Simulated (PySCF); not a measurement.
## A small calculation by hand: oscillator strength and radiative lifetime

WO₂Cl₂, SMILES [O]=[W](=[O])([Cl])[Cl], multiplicity 1.

Geometry: B3LYP-D3(BJ)/def2-SVP. The spin state was assumed, not searched. The isomer is the one that the SMILES or the coordinates give; other isomers of the formula were not compared. The def2 effective core potentials stand for the cores of W; spin–orbit coupling is left out.

TDA-PBE/def2-SVPD run with PySCF puts the first singlet state with f over 0.02 at 4.96 eV (vertical), with the transition dipole (-0.534, 0.000, 0.000) in atomic units.

Find the oscillator strength, the wavelength and the radiative lifetime that this transition would have in vacuum if emission retraced absorption.


|μ|² = 0.2852 au, so |μ| = 1.36 D. ΔE = 4.96/27.211 = 0.1823 hartree. f = (2/3) ΔE |μ|² = 0.035 (the program prints 0.035).
λ = 1239.84/4.96 = 250 nm; ν = 40005 cm⁻¹.
Einstein's coefficient A = 0.6670 ν² f s⁻¹ (ν in cm⁻¹) = 3.7e7 s⁻¹, so τ = 1/A = 27 ns. This state is S5; the lower singlets have f = 0.004, 0.000, 0.002, 0.000. The figure is the radiative limit of this one transition; relaxation, internal conversion, crossing to triplets and a medium change what is measured.
